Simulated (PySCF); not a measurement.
Compound: perfluoropropionyl chloride, C3ClF5O.
SMILES: `O=C(Cl)C(F)(F)C(F)(F)F`

Torsions of this conformer, `[O:1]=[C:2]([Cl:3])[C:4]([F:5])([F:6])[C:7]([F:8])([F:9])[F:10]`: O1–C2–C4–F5 -26°, C2–C4–C7–F8 -57°.

The closed-shell ground state was solved at several levels (PySCF, density fitting, gas phase, non-relativistic). Isolated species at its PBE0-D3(BJ)/def2-TZVP geometry (one conformer only).

| level | basis functions | total energy (Eh) | HOMO (eV) | LUMO (eV) | gap (eV) | dipole (D) |
| --- | --- | --- | --- | --- | --- | --- |
| wB97X-D/pcSseg-2 | 367 | -1149.0585 | -11.40 | -0.59 | 10.81 | 1.00 |
| PBE0/pcSseg-2 | 367 | -1148.4371 | -9.53 | -2.47 | 7.06 | 1.00 |
| KT3/pcSseg-2 | 367 | -1160.9870 | -8.07 | -3.45 | 4.62 | 0.92 |

Task: What might B97-2/pcSseg-2 (367 basis functions) give for the same quantities?

Result: Total energy -1149.0766 Eh, HOMO -9.24 eV, LUMO -2.53 eV, gap 6.71 eV, dipole 0.99 D.

Task: Over all these levels, which gives the widest orbital gap and which the narrowest?

Result: wB97X-D/pcSseg-2 (range-separated hybrid) has the widest, 10.81 eV, and KT3/pcSseg-2 (GGA) the narrowest, 4.62 eV. From the narrowest to the widest the HOMO moves by -3.33 eV and the LUMO by +2.86 eV.

Task: In the pcSseg-2 basis, how does the gap go with the fixed share of exact exchange?

Result: KT3 (0 %) 4.62 eV; B97-2 (21 %) 6.71 eV; PBE0 (25 %) 7.06 eV. Each rise in the share widens the gap here.

Task: How far do the dipole and the HOMO energy spread over the levels?

Result: The dipole runs from 0.92 to 1.00 D (mean 0.98 D) and the HOMO from -11.40 to -8.07 eV.

The pairwise dispersion term of wB97X-D wasn't added to the energies; at a given geometry it leaves orbitals and properties as they are.
